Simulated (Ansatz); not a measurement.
InH3Cl− ([InClH3]-): methods side by side

InH3Cl−: 5 atoms, total charge -1, spin state singlet. As SMILES, `[H][In-]([H])([H])[Cl]`. The shape comes from GFN2-xTB, which is rough for such elements, and wasn't checked as a minimum.

```xyz
5

In   -0.0022    0.0006   -0.1757
Cl    0.0128   -0.0204    2.1636
H     1.6208    0.0134   -0.6709
H    -0.8181    1.4110   -0.6459
H    -0.8134   -1.4046   -0.6711
```

Each level gives the energy change with the In1–Cl2 bond stretched from 2.339 to 5.849 Å (eV). The values are calculated.

| level | kind | program | value (eV) | less FCI/STO-3G |
| --- | --- | --- | --- | --- |
| SVWN5/STO-3G (restricted) | LDA | Ansatz | 3.85 | +0.09 |
| r2SCAN/STO-3G (restricted) | meta-GGA | Ansatz | 3.72 | -0.04 |
| B3LYP/STO-3G (restricted) | global hybrid | Ansatz | 3.77 | +0.01 |
| r2SCAN0/STO-3G (restricted) | hybrid meta-GGA | Ansatz | 3.98 | +0.22 |
| CAM-B3LYP/STO-3G (restricted) | range-separated hybrid | Ansatz | 4.12 | +0.36 |
| CCSD/STO-3G (restricted) | coupled cluster or CI | Ansatz | 3.77 | +0.01 |
| CCSDT/STO-3G (restricted) | coupled cluster or CI | Ansatz | 3.76 | 0.00 |
| FCI/STO-3G | exact in the basis | Ansatz | 3.76 | 0.00 |

FCI/STO-3G is exact within its basis and frozen core, so for wave-function methods in that basis the difference is their error; functionals converge differently with the basis, so for them it is only a difference. All-electron rows without a relativistic Hamiltonian named are non-relativistic. Sets without diffuse functions describe the anion poorly. The first shape isn't each level's own minimum. The values span 3.72 to 4.12 eV. All rows use very small basis sets, so none should be taken for the real molecule's value. In the correlated wave-function rows the outer d shell of In is correlated, in sets not made for it.
